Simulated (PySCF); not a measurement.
# Computed records: AlH$_{2}$O$_{2}$Si

All values are calculated (PySCF 2.14.0). Calculation on a computer-drawn molecule: optimised geometry and harmonic frequencies of an isolated molecule of the commonest isotopes, restricted reference for singlets and unrestricted otherwise, frozen core in MP2.

AlH$_{2}$O$_{2}$Si

Start structure:
```xyz
6
AlH2O2Si
O      2.0503     3.8310    -1.7469
Al     1.1464     2.6813    -1.1906
O      0.1471     1.4106    -0.5759
Si    -0.7558     0.2621    -0.0204
H     -0.1457    -1.0361     0.2281
H     -2.1629     0.5466     0.2214
```

It was run with charge 1, multiplicity 1, method MP2 and basis cc-pV(D+d)Z.

The calculation gives: rotational constants 151.7, 1.588, 1.572 GHz; total energy -682.0290 hartree; convergence status largest gradient component 5.091e-06 hartree/bohr.

Drawn bonds:
```
atom  other atom  order
   1           2      2
   2           3      1
   3           4      1
   4           5      1
   4           6      1
```

Optimised structure:
```xyz
6
AlH2O2Si
O      2.1042     3.8994    -1.7800
Al     1.1648     2.7048    -1.2020
O      0.1377     1.3988    -0.5702
Si    -0.7737     0.2393    -0.0094
H     -0.1652    -1.0671     0.2420
H     -2.1884     0.5203     0.2353
```

Modes:
```
frequency (cm⁻¹)  reduced mass (dalton)
           52.33                  6.628
           68.06                  10.87
           161.9                  10.71
           191.7                  12.68
           429.8                  12.06
           706.6                  1.214
           764.6                   1.17
           987.7                   1.08
            1071                  13.72
            1178                  17.02
            2376                  1.026
            2434                  1.063
```
